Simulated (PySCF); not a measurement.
CClF, SMILES [C](F)Cl (connectivity only; charge and spin as stated), neutral, multiplicity 1.

Coordinates come from a ωB97X-D3(BJ)/def2-TZVP optimisation. The isomer is the one that the SMILES or the coordinates give; other isomers of the formula were not compared.

These are PBE/def2-TZVPD (PySCF) values and carry that method's errors.

Symmetry labels are those of the subgroup Cs that the program uses (full group Cs).

Task: List the valence orbital energies around the gap with their symmetry. (Estimate from the structure and the level; the computed values follow.)

Result: 
| orbital | symmetry | energy (eV) |
|---|---|---|
| HOMO−7 | A' | -22.38 |
| HOMO−6 | A' | -16.90 |
| HOMO−5 | A' | -13.45 |
| HOMO−4 | A" | -13.17 |
| HOMO−3 | A' | -12.27 |
| HOMO−2 | A" | -9.30 |
| HOMO−1 | A' | -8.71 |
| HOMO | A' | -6.69 |
| LUMO | A" | -4.11 |
| LUMO+1 | A' | -0.67 |
| LUMO+2 | A' | 0.08 |
| LUMO+3 | A' | 0.79 |
